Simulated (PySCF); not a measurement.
# `[SiH3]CC1=C(S[SiH3])[SiH2]C1`: 4 charge schemes on one density

Species: C4H12SSi3.
Z-matrix (Å and degrees, GFN2-xTB geometry), rows numbered from 1:
```
Si
C   1  1.9126
C   2  1.4711  1  111.03
C   3  1.3475  2  130.80  1    95.18
S   4  1.7718  3  126.01  2     0.97
Si  5  2.1315  4  100.94  3   164.13
Si  4  1.8854  3   95.34  2  -177.22
C   3  1.5133  2  125.57  1   -82.37
H   1  1.4664  2  108.86  3    62.05
H   1  1.4598  2  109.89  3   -58.27
H   1  1.4648  2  108.19  3  -179.49
H   2  1.0912  1  108.72  3   120.19
H   2  1.0916  1  109.21  3  -121.52
H   6  1.4529  5  102.77  4   178.91
H   6  1.4592  5  109.15  4   -61.31
H   6  1.4595  5  108.60  4    58.68
H   7  1.4618  4  117.43  3   110.68
H   7  1.4627  4  117.68  3  -112.51
H   8  1.0899  3  112.81  2   -63.66
H   8  1.0891  3  112.89  2    58.53
```

Density: PBE0/pcSseg-1 (PySCF); schemes: Mulliken, IAO, Hirshfeld and ESP-fitted. One conformer (not necessarily the lowest) at the GFN2-xTB geometry, without solvent, vibrations or thermal averaging.

Question: Tabulate the Mulliken, IAO, Hirshfeld and ESP-fitted charges.

Answer: In e; atoms taken as equivalent share a row and are averaged (×n: the atom named and its like, n in all):

```json
{"atom": "Si1", "environment": "SiH3 silicon", "Mulliken": "+0.510", "IAO": "+0.615", "Hirshfeld": "+0.322", "ESP-fitted": "+0.487"}
{"atom": "C2", "environment": "sp3 carbon bound to silicon", "Mulliken": "-0.390", "IAO": "-0.545", "Hirshfeld": "-0.153", "ESP-fitted": "-0.389"}
{"atom": "C3", "environment": "fully substituted alkene carbon", "Mulliken": "-0.260", "IAO": "+0.036", "Hirshfeld": "+0.007", "ESP-fitted": "+0.290"}
{"atom": "C4", "environment": "fully substituted alkene carbon", "Mulliken": "-0.442", "IAO": "-0.421", "Hirshfeld": "-0.132", "ESP-fitted": "-0.337"}
{"atom": "S5", "environment": "sulfur bonded to C and Si", "Mulliken": "-0.189", "IAO": "-0.129", "Hirshfeld": "-0.086", "ESP-fitted": "-0.227"}
{"atom": "Si6", "environment": "SiH3 silicon", "Mulliken": "+0.454", "IAO": "+0.550", "Hirshfeld": "+0.293", "ESP-fitted": "+0.309"}
{"atom": "Si7", "environment": "SiH2 silicon", "Mulliken": "+0.689", "IAO": "+0.733", "Hirshfeld": "+0.335", "ESP-fitted": "+0.496"}
{"atom": "C8", "environment": "sp3 carbon bound to silicon", "Mulliken": "-0.408", "IAO": "-0.526", "Hirshfeld": "-0.162", "ESP-fitted": "-0.495"}
{"atom": "H9/H10/H11", "environment": "Si–H hydrogen", "Mulliken": "-0.078", "IAO": "-0.116", "Hirshfeld": "-0.076", "ESP-fitted": "-0.117"}
{"atom": "H12/H13", "environment": "methylene hydrogen", "Mulliken": "+0.161", "IAO": "+0.163", "Hirshfeld": "+0.046", "ESP-fitted": "+0.132"}
{"atom": "H14/H15/H16", "environment": "Si–H hydrogen", "Mulliken": "-0.063", "IAO": "-0.112", "Hirshfeld": "-0.070", "ESP-fitted": "-0.044"}
{"atom": "H17/H18", "environment": "Si–H hydrogen", "Mulliken": "-0.074", "IAO": "-0.119", "Hirshfeld": "-0.073", "ESP-fitted": "-0.095"}
{"atom": "H19/H20", "environment": "methylene hydrogen", "Mulliken": "+0.142", "IAO": "+0.143", "Hirshfeld": "+0.035", "ESP-fitted": "+0.138"}
```

Mean size of the charges over all atoms: IAO 0.255 e, Mulliken 0.226 e, ESP-fitted 0.212 e, Hirshfeld 0.112 e. Each set sums to the total charge, 0, to within 0.001 e. The ESP scheme is a least-squares fit of atom-centred charges to the potential on four shells outside the van der Waals surface, with the total charge fixed.

Some averages cover members that differ in this geometry: H14/H15/H16, ESP-fitted -0.056 to -0.024 e.

Lowest charge. The schemes don't all agree: Mulliken C4 (-0.442); IAO C2 (-0.545); Hirshfeld C8 (-0.162); ESP-fitted C8 (-0.495).

Highest charge. All schemes agree: Mulliken Si7 (+0.689); IAO Si7 (+0.733); Hirshfeld Si7 (+0.335); ESP-fitted Si7 (+0.496).

Question: Sum the charges by element, for elements with more than one atom.

Answer: 
```
element  atoms  Mulliken     IAO  Hirshfeld  ESP-fitted
     Si      3    +1.653  +1.899     +0.949      +1.292
      C      4    -1.500  -1.457     -0.441      -0.930
      H     12    +0.036  -0.313     -0.422      -0.135
```

Question: How many electrons does the Mulliken scheme count on C3?

Answer: Z − q = 6 − (-0.260) = 6.260.
